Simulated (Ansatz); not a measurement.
Ansatz results at the PBE0-D4/def2-TZVP geometry: LUMO energy (ωB97M-V/def2-TZVPP) 0.18 eV; size of the dipole moment (ωB97M-V/def2-TZVPP) 0.00 D; size of the dipole moment (B3LYP/def2-TZVPP) 0.00 D.

Problem. Which molecule gave them?
A. `[Cl+]1[InH2-][Cl+][InH2-]1`
B. `[Cl][Al@H-]1[OH+][Al@H-]([Cl])[OH+]1`
C. `C[N+]1(C)[Al@H-]([Cl])[N+](C)(C)[Al@@H-]1[Cl]`
D. `[F][Al@H-]1[OH+][Al@@H-]([F])[OH+]1`

Solution. A. The others give `[Cl][Al@H-]1[OH+][Al@H-]([Cl])[OH+]1`: 1.03, 0.00, 0.00; `C[N+]1(C)[Al@H-]([Cl])[N+](C)(C)[Al@@H-]1[Cl]`: 1.62, 0.79, 0.85; `[F][Al@H-]1[OH+][Al@@H-]([F])[OH+]1`: 1.18, 1.79, 1.86.

B3LYP here is the variant with VWN-RPA as its local correlation; programs differ in this.
